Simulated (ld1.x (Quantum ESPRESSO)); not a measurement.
Ranking TM potentials for antimony

All share these settings but for the change named:

ld1.x (Quantum ESPRESSO) 7.5 input, shortened:

```
&input
   title='Sb', zed=51., rel=1, dft='PBESOL', iswitch=3,
   config='[Kr] 4d10 5s1 5p4'
 /
 &inputp
   pseudotype=2, tm=.true., lloc=1,
   nlcc=.false.
 /
3
5S  1  0   1.00   0.00  1.80  1.80  0.0
4D  3  2  10.00   0.00  1.20  1.20  0.0
5P  2  1   4.00   0.00  2.10  2.10  0.0
 &test
   configts(1)='4d10 5s1 5p4'
 /
```

Cutoff: the first of the cutoffs (Ry, on a coarse ladder) from which the occupation-weighted sum of valence levels, in a spherical-Bessel basis at the reference potential, stays within 10 and 1 mRy of its value at 400 Ry; the density cutoff is not measured.

The base gives 110 Ry.

Of 8 variants that were run, those that failed, showed a ghost or another fault, or gave nearly equal values are left out.

A variant can come out equal or close to the base.

(1) Rank these variants from softest to hardest (loose cutoff).
A. all radii scaled by about 1.35 (s 2.42, p 2.82, d 1.62 bohr)
B. wave 4d (bound): rc 1.20 bohr becomes 4d (bound): rc 0.84 bohr
C. wave 5p (bound): rc 2.10 bohr becomes 5p (bound): rc 2.94 bohr

Results:

(1) A (90 Ry), C (110 Ry), B (230 Ry).
